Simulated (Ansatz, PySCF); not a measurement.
Dissociation curve of Al2, triplet.

Levels: UKS-B3LYP/6-31G* = unrestricted B3LYP/6-31G*, spherical d (PySCF); UHF/6-31G* = unrestricted Hartree-Fock/6-31G*, spherical d (PySCF); UKS-B3LYP/6-311+G** = unrestricted B3LYP/6-311+G**, spherical d (PySCF); FCI = full CI/cc-pVTZ, frozen core (Ansatz, a program for electronic structure).

Energies relative to the lowest point of each curve between 2.64 and 3.26 Å, where full CI is lowest, in kcal/mol; the last columns give the difference from FCI:

```json
[
 {"R / Å": "2.64", "UKS-B3LYP/6-31G*": "0.6", "UHF/6-31G*": "0.6", "UKS-B3LYP/6-311+G**": "0.6", "FCI": "0.4", "UKS-B3LYP/6-31G* − FCI": "0.2", "UHF/6-31G* − FCI": "0.2", "UKS-B3LYP/6-311+G** − FCI": "0.2"},
 {"R / Å": "2.74", "UKS-B3LYP/6-31G*": "0.0", "UHF/6-31G*": "0.0", "UKS-B3LYP/6-311+G**": "0.0", "FCI": "0.0", "UKS-B3LYP/6-31G* − FCI": "0.0", "UHF/6-31G* − FCI": "0.0", "UKS-B3LYP/6-311+G** − FCI": "0.0"},
 {"R / Å": "2.88", "UKS-B3LYP/6-31G*": "0.4", "UHF/6-31G*": "0.6", "UKS-B3LYP/6-311+G**": "0.4", "FCI": "0.9", "UKS-B3LYP/6-31G* − FCI": "-0.4", "UHF/6-31G* − FCI": "-0.3", "UKS-B3LYP/6-311+G** − FCI": "-0.4"},
 {"R / Å": "3.07", "UKS-B3LYP/6-31G*": "2.6", "UHF/6-31G*": "3.2", "UKS-B3LYP/6-311+G**": "2.4", "FCI": "3.7", "UKS-B3LYP/6-31G* − FCI": "-1.1", "UHF/6-31G* − FCI": "-0.4", "UKS-B3LYP/6-311+G** − FCI": "-1.2"},
 {"R / Å": "3.26", "UKS-B3LYP/6-31G*": "5.6", "UHF/6-31G*": "6.5", "UKS-B3LYP/6-311+G**": "5.3", "FCI": "7.3", "UKS-B3LYP/6-31G* − FCI": "-1.7", "UHF/6-31G* − FCI": "-0.8", "UKS-B3LYP/6-311+G** − FCI": "-2.0"},
 {"R / Å": "3.51", "UKS-B3LYP/6-31G*": "10.0", "UHF/6-31G*": "9.9", "UKS-B3LYP/6-311+G**": "9.6", "FCI": "12.4", "UKS-B3LYP/6-31G* − FCI": "-2.4", "UHF/6-31G* − FCI": "-2.5", "UKS-B3LYP/6-311+G** − FCI": "-2.8"},
 {"R / Å": "3.87", "UKS-B3LYP/6-31G*": "16.1", "UHF/6-31G*": "12.7", "UKS-B3LYP/6-311+G**": "15.6", "FCI": "18.8", "UKS-B3LYP/6-31G* − FCI": "-2.7", "UHF/6-31G* − FCI": "-6.1", "UKS-B3LYP/6-311+G** − FCI": "-3.2"},
 {"R / Å": "4.26", "UKS-B3LYP/6-31G*": "21.9", "UHF/6-31G*": "14.4", "UKS-B3LYP/6-311+G**": "21.4", "FCI": "24.0", "UKS-B3LYP/6-31G* − FCI": "-2.1", "UHF/6-31G* − FCI": "-9.6", "UKS-B3LYP/6-311+G** − FCI": "-2.6"},
 {"R / Å": "4.77", "UKS-B3LYP/6-31G*": "26.8", "UHF/6-31G*": "15.6", "UKS-B3LYP/6-311+G**": "26.3", "FCI": "28.1", "UKS-B3LYP/6-31G* − FCI": "-1.2", "UHF/6-31G* − FCI": "-12.5", "UKS-B3LYP/6-311+G** − FCI": "-1.7"},
 {"R / Å": "5.33", "UKS-B3LYP/6-31G*": "28.9", "UHF/6-31G*": "16.3", "UKS-B3LYP/6-311+G**": "28.4", "FCI": "30.3", "UKS-B3LYP/6-31G* − FCI": "-1.3", "UHF/6-31G* − FCI": "-14.0", "UKS-B3LYP/6-311+G** − FCI": "-1.8"},
 {"R / Å": "6.00", "UKS-B3LYP/6-31G*": "29.9", "UHF/6-31G*": "16.7", "UKS-B3LYP/6-311+G**": "29.4", "FCI": "31.4", "UKS-B3LYP/6-31G* − FCI": "-1.5", "UHF/6-31G* − FCI": "-14.7", "UKS-B3LYP/6-311+G** − FCI": "-2.0"},
 {"R / Å": "7.06", "UKS-B3LYP/6-31G*": "30.3", "UHF/6-31G*": "16.9", "UKS-B3LYP/6-311+G**": "29.9", "FCI": "32.0", "UKS-B3LYP/6-31G* − FCI": "-1.7", "UHF/6-31G* − FCI": "-15.1", "UKS-B3LYP/6-311+G** − FCI": "-2.1"},
 {"R / Å": "8.29", "UKS-B3LYP/6-31G*": "30.5", "UHF/6-31G*": "17.0", "UKS-B3LYP/6-311+G**": "30.0", "FCI": "32.2", "UKS-B3LYP/6-31G* − FCI": "-1.8", "UHF/6-31G* − FCI": "-15.2", "UKS-B3LYP/6-311+G** − FCI": "-2.2"}
]
```

UKS-B3LYP/6-31G* is furthest from FCI at 3.87 (-2.7 kcal/mol, below); its mean absolute difference over the points is 1.4 kcal/mol.

UHF/6-31G* is furthest from FCI at 8.29 (-15.2 kcal/mol, below); its mean absolute difference over the points is 7.0 kcal/mol.

UKS-B3LYP/6-311+G** is furthest from FCI at 3.87 (-3.2 kcal/mol, below); its mean absolute difference over the points is 1.7 kcal/mol.

The scan ran from 1.75 to 8.29 Å; beyond the distances shown full CI changes its symmetry label.
